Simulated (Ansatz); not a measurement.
`[NH2][Cd][Br]` + `O[SiH3]` → `[NH2][Cd][O][SiH3]` + HBr  (ligand exchange at a Cd–Br bond)

Program: Ansatz. Geometries: PBE0-D4/def2-TZVP. ΔE: electronic, gas phase. CCSD(T)/CBS adds triple-zeta CCSD(T) − MP2 to the extrapolated MP2 energy (def2 sets, frozen cores). Functionals use def2-TZVPP. def2 core potentials past Kr. For Br, Cd outer-core shells are correlated without core-valence functions, which leaves a few kJ/mol of doubt a bond. Scalar relativity is left out up to krypton. Each species was taken in one conformer, which may not be the lowest.

```csv
level,ΔE (kJ/mol)
r2SCANh-D4,118.1
HF/def2-SVP,130.1
HF/def2-TZVPP,139.0
CCSD(T)/def2-TZVPP,107.0
```

Question: What does CCSD(T)/CBS give? (Best estimate.)

Answer: Computed: +116.5 kJ/mol. The listed levels differ from it by 1.6, 13.6, 22.5, -9.5 kJ/mol.

Question: What do rigid-rotor, harmonic-oscillator terms from PBE0-D4/def2-TZVP frequencies (298.15 K, 1 bar) make of the CCSD(T)/CBS value? (Estimate.)

Answer: Computed: ΔZPE = -10.8 kJ/mol, ΔH = +108.3 kJ/mol, ΔS = 4 J/(mol·K), ΔG = +106.9 kJ/mol. Modes under 50 cm⁻¹ make the entropy rough.

Largest T1 diagnostic among the species: 0.015.

In def2-TZVPP, CCSD(T) changes the Hartree–Fock value by −32.0 kJ/mol (the triples alone add −3.7 kJ/mol) and MP2 by −30.4 kJ/mol. From PBE to PBE0 (25 % exact exchange), in def2-TZVPP and without D4, ΔE moves by +9.4 kJ/mol. At CCSD(T), def2-SVP lies −13.0 kJ/mol from the extrapolated value and def2-TZVPP −9.5 kJ/mol.
